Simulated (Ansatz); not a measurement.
Geometry optimisation, UKS B3LYP/def2-SVP (Ansatz).

Input file:

```yaml
crystal:
  periodic: [false, false, false]
  atoms:
    - { symbol: O, position_ang: [2.11165, -0.39821, 0.46241] }
    - { symbol: Si, position_ang: [0.8784, -0.08946, -0.3434] }
    - { symbol: C, position_ang: [-0.79951, 0.0634, 0.43573] }
    - { symbol: F, position_ang: [-1.8936, 0.34327, -0.27489] }
    - { symbol: H, position_ang: [0.73279, 0.13678, -1.76664] }
    - { symbol: H, position_ang: [-1.02973, -0.05577, 1.48679] }
magnetization:
  spin_polarized: true
  initial_magnetization: 1
basis:
  gaussian: { orbitals: def2-SVP }
hamiltonian:
  xc: b3lyp
relax:
  f_tol: 0.015
  max_steps: 40
```

Command:

```bash
$ ansatz run input.yaml --threads 1 --pin off --max-ram 2048MiB --backend cpu --events-out ev --progress --plain --runs-dir out
```

Task: Where does it end, and by what steps?

Result: The run converged. After 3 steps the energy has fallen by 0.070 eV; H5 moved furthest, 0.04 Å.

```csv
step,energy less start (eV),largest force component (eV/Å),accepted
0,0.0000,2.238,yes
1,-0.0555,1.125,yes
2,-0.0698,0.051,yes
3,-0.0699,0.014,yes
```

```xyz
6
Properties=species:S:1:pos:R:3
O 2.124 -0.404 0.464
Si 0.845 -0.084 -0.335
C -0.806 0.063 0.448
F -1.876 0.339 -0.293
H 0.746 0.142 -1.799
H -1.033 -0.056 1.516
```

The run took 14 s on 1 thread of Arm Neoverse V2 (shared host), peak memory 0.17 GiB.
